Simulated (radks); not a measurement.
Results of a calculation; reference values are marked as such.
Question: The table gives one normalised radial function P(r) = r R(r) of He+ in 2p1 (r in bohr). Code: a radial shooting solver on a logarithmic mesh with Libxc functionals. Model: scalar-relativistic Kohn-Sham, PBE, spin-unpolarised, spherical densities, finite nucleus; Gaussian nuclear charge, rms radius 1.6755 fm; without spin polarisation the odd electron is poorly described.

r,P
0.05312,0.0029
0.07029,0.0049
0.093,0.0084
0.1231,0.0143
0.1628,0.0241
0.2154,0.0401
0.2873,0.0664
0.3802,0.1062
0.503,0.1654
0.6656,0.2483
0.8806,0.3530
1.165,0.4691
1.542,0.5707
2.056,0.6166
2.721,0.5646
3.6,0.4192
4.763,0.2404
6.302,0.0983
8.338,0.0256

Which n and l does it have? It may be an empty orbital.

Answer: n = 2, l = 1: the number of nodes gives n - l - 1 = 0, the rise at small r (about r^(l+1)) gives l, and the extent must fit the shell. The curve is that of 2p. 2p: eigenvalue -9.499 eV, 0 radial nodes, <r> = 2.58 bohr, 90 % of the charge inside 4.14 bohr.
